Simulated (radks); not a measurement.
Task: Coherent X-ray form factor from a spherical all-electron density. Calculated with a radial shooting solver on a logarithmic mesh with Libxc functionals: scalar-relativistic Kohn-Sham, LDA (Slater exchange, Perdew-Wang correlation), spin-unpolarised, spherical densities, finite nucleus; Fermi nuclear charge, rms radius of each element as measured or else 0.836 A^(1/3) + 0.57 fm.

sin(theta)/lambda (1/angstrom),f0 (electrons)
0.05,73.390
0.1,71.649
0.15,69.010
0.2,65.781
0.25,62.267
0.3,58.711
0.4,52.058
0.5,46.360
0.6,41.565
0.8,33.875
1,27.880
1.25,22.306
1.5,18.591
2,14.524

The species is in the configuration that NIST lists as its ground one. Which atom or ion scatters so?

Result: The platinum ion Pt4+, [Xe] 4f14 5d6. Extrapolating in s^2 from the first two rows gives f0(0) = 74.0, near the electron count 74; among species with that count, the fall with angle is slower the higher Z, and the table is that of Z = 78; from so few rows the species is fixed only to a neighbour or two.
